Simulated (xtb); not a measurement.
xtb input for ClGe, SMILES [Cl][Ge] (connectivity only; charge and spin as stated), charge +1, multiplicity 1, GFN2-xTB. 

```
$ xtb mol.xyz --gfn 2 --sp --chrg 1 --uhf 0 --json
$ cat mol.xyz
2

Cl     0.00000000     0.00000000    -1.31703178
Ge     0.00000000     0.00000000     0.69967313
```

It prints:

```
[banner left out]
          |                Calculation Setup                |
           -------------------------------------------------



           -------------------------------------------------
          |                 G F N 2 - x T B                 |
           -------------------------------------------------

        Reference                      10.1021/acs.jctc.8b01176
      * Hamiltonian:
        H0-scaling (s, p, d)           1.850000    2.230000    2.230000
        zeta-weighting                 0.500000
      * Dispersion:
        s8                             2.700000
        a1                             0.520000
        a2                             5.000000
        s9                             5.000000
      * Repulsion:
        kExp                           1.500000    1.000000
        rExp                           1.000000
      * Coulomb:
        alpha                          2.000000
        third order                    shell-resolved
        anisotropic                    true
        a3                             3.000000
        a5                             4.000000
        cn-shift                       1.200000
        cn-exp                         4.000000
        max-rad                        5.000000


          ...................................................
          :                      SETUP                      :
          :.................................................:
          :  # basis functions                  20          :
          :  # atomic orbitals                  18          :
          :  # shells                            6          :
          :  # electrons                        10          :
          :  max. iterations                   250          :
          :  Hamiltonian                  GFN2-xTB          :
          :  restarted?                      false          :
          :  GBSA solvation                  false          :
          :  PC potential                    false          :
          :  electronic temp.          300.0000000     K    :
          :  accuracy                    1.0000000          :
          :  -> integral cutoff          0.2500000E+02      :
          :  -> integral neglect         0.1000000E-07      :
          :  -> SCF convergence          0.1000000E-05 Eh   :
          :  -> wf. convergence          0.1000000E-03 e    :
          :  Broyden damping             0.4000000          :
          :  net charge                          1          :
          :  unpaired electrons                  0          :
          ...................................................

 iter      E             dE          RMSdq      gap      omega  full diag
   1     -2.0208162 -0.202082E+01  0.483E+01    2.40       0.0  T
   2     -4.9522574 -0.293144E+01  0.403E+01    2.24       1.0  T
   3     -5.7699917 -0.817734E+00  0.191E+01    7.14       1.0  T
   4     -5.7612804  0.871137E-02  0.194E+01    7.15       1.0  T
   5     -5.7835914 -0.223110E-01  0.187E+01    7.13       1.0  T
   6     -5.5136570  0.269934E+00  0.142E+01    2.38       1.0  T
   7     -6.0337231 -0.520066E+00  0.388E+00    3.41       1.0  T
   8     -6.0178746  0.158485E-01  0.466E+00    3.31       1.0  T
   9     -6.0729473 -0.550726E-01  0.394E+00    3.86       1.0  T
  10     -6.0780459 -0.509865E-02  0.317E+00    3.98       1.0  T
  11     -6.0794152 -0.136927E-02  0.137E+00    4.01       1.0  T
  12     -6.0812526 -0.183743E-02  0.114E+00    4.08       1.0  T
  13     -6.0825686 -0.131601E-02  0.345E-01    4.17       1.0  T
  14     -6.0826736 -0.105015E-03  0.137E-01    4.20       1.0  T
  15     -6.0826909 -0.173077E-04  0.915E-02    4.20       1.0  T
  16     -6.0827029 -0.119188E-04  0.314E-02    4.21       2.3  T
  17     -6.0827042 -0.131818E-05  0.135E-02    4.21       5.2  T
  18     -6.0827045 -0.282322E-06  0.150E-03    4.22      47.2  T
  19     -6.0827045 -0.298087E-08  0.192E-04    4.22     367.4  T
  20     -6.0827045 -0.439249E-10  0.423E-05    4.22    1670.3  T

   *** convergence criteria satisfied after 20 iterations ***

         #    Occupation            Energy/Eh            Energy/eV
      -------------------------------------------------------------
         1        2.0000           -1.2945808             -35.2273
         2        2.0000           -0.9911421             -26.9704
         3        2.0000           -0.7268110             -19.7775
         4        2.0000           -0.7268110             -19.7775
         5        2.0000           -0.7237276             -19.6936 (HOMO)
         6                         -0.5688146             -15.4782 (LUMO)
         7                         -0.5688146             -15.4782
         8                         -0.4393961             -11.9566
         9                         -0.3836618             -10.4400
        10                         -0.3836618             -10.4400
       ...                                ...                  ...
        18                          0.5310498              14.4506
      -------------------------------------------------------------
                  HL-Gap            0.1549130 Eh            4.2154 eV
             Fermi-level           -0.6462711 Eh          -17.5859 eV

 SCC (total)                   0 d,  0 h,  0 min,  0.002 sec
 SCC setup                      ...        0 min,  0.000 sec (  2.549%)
 Dispersion                     ...        0 min,  0.000 sec (  0.828%)
 classical contributions        ...        0 min,  0.000 sec (  0.441%)
 integral evaluation            ...        0 min,  0.000 sec ( 14.514%)
 iterations                     ...        0 min,  0.001 sec ( 65.637%)
 molecular gradient             ...        0 min,  0.000 sec ( 14.074%)
 printout                       ...        0 min,  0.000 sec (  1.671%)

         :::::::::::::::::::::::::::::::::::::::::::::::::::::
         ::                     SUMMARY                     ::
         :::::::::::::::::::::::::::::::::::::::::::::::::::::
         :: total energy              -6.076446794459 Eh    ::
         :: gradient norm              0.000004063021 Eh/a0 ::
         :: HOMO-LUMO gap              4.215397807939 eV    ::
         ::.................................................::
         :: SCC energy                -6.082704455341 Eh    ::
         :: -> isotropic ES            0.101378601292 Eh    ::
         :: -> anisotropic ES         -0.008009942506 Eh    ::
         :: -> anisotropic XC         -0.001002967760 Eh    ::
         :: -> dispersion             -0.000787683293 Eh    ::
         :: repulsion energy           0.006257660883 Eh    ::
         :: add. restraining           0.000000000000 Eh    ::
         :: total charge               1.000000000000 e     ::
         :::::::::::::::::::::::::::::::::::::::::::::::::::::

           -------------------------------------------------
          |                Property Printout                |
           -------------------------------------------------

    * Orbital Energies and Occupations

         #    Occupation            Energy/Eh            Energy/eV
      -------------------------------------------------------------
         1        2.0000           -1.2945808             -35.2273
         2        2.0000           -0.9911421             -26.9704
         3        2.0000           -0.7268110             -19.7775
         4        2.0000           -0.7268110             -19.7775
         5        2.0000           -0.7237276             -19.6936 (HOMO)
         6                         -0.5688146             -15.4782 (LUMO)
         7                         -0.5688146             -15.4782
         8                         -0.4393961             -11.9566
Note: The following floating-point exceptions are signalling: IEEE_UNDERFLOW_FLAG IEEE_DENORMAL
normal termination of xtb
         9                         -0.3836618             -10.4400
        10                         -0.3836618             -10.4400
        11                         -0.2909318              -7.9167
        12                         -0.2909318              -7.9167
        13                         -0.2490337              -6.7766
        14                         -0.2490337              -6.7766
        15                         -0.2363903              -6.4325
        16                         -0.2316045              -6.3023
       ...                                ...                  ...
        18                          0.5310498              14.4506
      -------------------------------------------------------------
                  HL-Gap            0.1549130 Eh            4.2154 eV
             Fermi-level           -0.6462711 Eh          -17.5859 eV

     #   Z          covCN         q      C6AA      α(0)
     1  17 Cl       0.820     0.355    89.114    14.441
     2  32 Ge       0.820     0.645   268.482    35.054

 Mol. C6AA /au·bohr⁶  :        653.032230
 Mol. C8AA /au·bohr⁸  :      46760.352446
 Mol. α(0) /au        :         49.494969


Wiberg/Mayer (AO) data.
largest (>0.10) Wiberg bond orders for each atom

 ---------------------------------------------------------------------------
     #   Z sym  total        # sym  WBO       # sym  WBO       # sym  WBO
 ---------------------------------------------------------------------------
     1  17 Cl   2.149 --     2 Ge   2.149
     2  32 Ge   2.149 --     1 Cl   2.149
 ---------------------------------------------------------------------------

Topologies differ in total number of bonds
Writing topology from bond orders to xtbtopo.mol

molecular dipole:
                 x           y           z       tot (Debye)
 q only:        0.000       0.000      -0.029
   full:       -0.000       0.000       0.693       1.761
molecular quadrupole (traceless):
                xx          xy          yy          xz          yz          zz
 q only:       -1.662       0.000      -1.662       0.000       0.000       3.325
  q+dip:       -3.126       0.000      -3.126      -0.000      -0.000       6.252
   full:       -0.659       0.000      -0.659      -0.000      -0.000       1.318


           -------------------------------------------------
          | TOTAL ENERGY               -6.076446794459 Eh   |
          | GRADIENT NORM               0.000004063021 Eh/α |
          | HOMO-LUMO GAP               4.215397807939 eV   |
           -------------------------------------------------

------------------------------------------------------------------------
------------------------------------------------------------------------
 total:
 SCF:
```

The run converged.

Cost: very roughly 0.020 core-seconds.
